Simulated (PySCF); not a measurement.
C3H7Si2 (doublet state).
SMILES with atom numbers: `[SiH3:1][C@H:2]1[CH:3]=[CH:4][SiH:5]1` (hydrogens: H6, H7, H8 on Si1; H9 on C2; H10 on C3; H11 on C4; H12 on Si5)

The calculation used PySCF 2.14.0, UKS B3LYP, pcH-1 on C H Si, non-relativistic, mean-field spin-orbit, GIAO. Isolated species at its GFN2-xTB geometry, gas phase. A GFN2-xTB geometry isn't a minimum of the functional, and hyperfine couplings can be far from their values at a DFT geometry, by a factor of two or more for some ions and for spin on atoms past the first row. The SCF solution wasn't tested for stability.

Question: Give the principal g shifts and their parts.

Answer: 
```tsv
Δg (ppm)	1	2	3
relativistic mass correction	-135	-135	-135
gauge correction	6	60	80
orbital Zeeman/spin–orbit	102	267	1790
total	-26	193	1736
```

So g = 2.00229, 2.00251, 2.00406 and g_iso = 2.00295; the tensor is close to axial: the two nearest values differ by 12 % of g3 − g1. 

Question: At 9.681 GHz, how far is the centre of the isotropic spectrum from where a free electron (g = 2.002319) resonates?

Answer: B = hν/(g μB) with μB/h = 13.99624 MHz/mT gives 345.44 mT for the free electron and 345.33 mT at g_iso, 0.11 mT lower.

Question: What are the electron Larmor frequencies g μB B/h along the three axes at 330 mT?

Answer: 9.2481, 9.2491, 9.2563 GHz for g1, g2 and g3, a range of 8.1 MHz.

Question: In a frozen sample, at which fields do the three g values resonate at 9.5, 34, 94 and 263 GHz (hyperfine left aside), and which band first spreads them over more than twice a line width of 1.0 mT?

Answer: 
```csv
band,GHz,B(g3) mT,B(g2) mT,B(g1) mT,spread mT
X,9.5,338.69,338.95,338.99,0.30
Q,34.0,1212.15,1213.09,1213.22,1.07
W,94.0,3351.25,3353.83,3354.20,2.95
J,263.0,9376.37,9383.59,9384.62,8.25
```

The spread grows in proportion to the frequency. W band is the first where it exceeds 2.0 mT.

The largest Mulliken spin populations are on Si5 (+0.86) and C3 (+0.13). No atom but Si5 exceeds +0.15. The angles at Si5 add up to 315.2°, so it is pyramidal.

The HOMO–LUMO gaps are 5.35 eV among the α and 4.24 eV among the β orbitals.

Hardware: an Arm Neoverse V1 with one thread (shared host). Cost: 39 s (grids of density and orbitals included), 0.74 GiB resident at most.
